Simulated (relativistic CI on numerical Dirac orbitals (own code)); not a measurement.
Ni5+: q coefficients and field-shift factors

These numbers are calculated, not measured: Dirac-Coulomb-Breit CI, KLI orbitals optimised for each configuration, valence Slater integrals scaled by 0.85, P86 correlation energy added to each configuration, derivatives by finite differences, QED left out (own radial code, finite nucleus).

Configuration list (outside the closed core [Ne]): 3s²3p⁶3d⁵, 3s²3p⁶3d⁴4s, 3s²3p⁵3d⁶, 3s²3p⁶3d⁴4p, 3s²3p⁶3d⁴4d, 3s3p⁶3d⁶, 3s²3p⁶3d³4s², 3p⁶3d⁷. Levels of other configurations are missing.

With x = (α/α₀)² − 1 an excitation energy changes as ω = ω₀ + qx; K = 2q/ω₀ is the relative enhancement. Terms are leading LS components, so labels can repeat. The field-shift factor is F = δν/δ⟨r²⟩ for the transition from the lowest level.

Lowest level 3s²3p⁶3d⁵ ⁶S5/2.

```
           Level  ω₀ (cm⁻¹)  q (cm⁻¹)  F (GHz/fm²)
3s²3p⁶3d⁵ ⁴G11/2    39231.5      -341       0.0489
 3s²3p⁶3d⁵ ⁴G5/2    39319.4    -358.5       0.0487
 3s²3p⁶3d⁵ ⁴G9/2    39333.8    -214.8       0.0495
 3s²3p⁶3d⁵ ⁴G7/2    39349.1    -248.8       0.0493
 3s²3p⁶3d⁵ ⁴P5/2    44160.8     -1115       0.0443
 3s²3p⁶3d⁵ ⁴P3/2    44388.0    -727.8       0.0461
 3s²3p⁶3d⁵ ⁴P1/2    44628.7      -298       0.0483
 3s²3p⁶3d⁵ ⁴D7/2    48045.3    -297.6       0.0503
 3s²3p⁶3d⁵ ⁴D1/2    48374.6     247.2       0.0528
 3s²3p⁶3d⁵ ⁴D3/2    48530.6     537.8       0.0543
 3s²3p⁶3d⁵ ⁴D5/2    48532.6     537.5       0.0544
3s²3p⁶3d⁵ ²I11/2    56591.9    -627.9       0.0772
3s²3p⁶3d⁵ ²I13/2    56658.6    -381.8       0.0784
 3s²3p⁶3d⁵ ²D5/2    61353.2     -1667       0.0592
 3s²3p⁶3d⁵ ²D3/2    62406.9      -567       0.0637
 3s²3p⁶3d⁵ ²F7/2    63995.9    -403.2         0.07
 3s²3p⁶3d⁵ ⁴F5/2    65411.0     379.2       0.0818
 3s²3p⁶3d⁵ ⁴F9/2    65484.3      -704       0.0842
 3s²3p⁶3d⁵ ⁴F7/2    65765.6    -96.05       0.0871
 3s²3p⁶3d⁵ ⁴F3/2    66156.4     496.5       0.0887
 3s²3p⁶3d⁵ ⁴F5/2    66412.5      1829       0.0876
 3s²3p⁶3d⁵ ²H9/2    68792.4    -889.2       0.0878
3s²3p⁶3d⁵ ²H11/2    69526.2     213.2       0.0961
```

At this charge configurations can still be misplaced by up to about 7 % of their energy.

(1) Which transition from the lowest level has the largest |K|?

Answers

(1) 3s²3p⁶3d⁵ ⁴F5/2 at 66412.5 cm⁻¹, K = 0.0551.
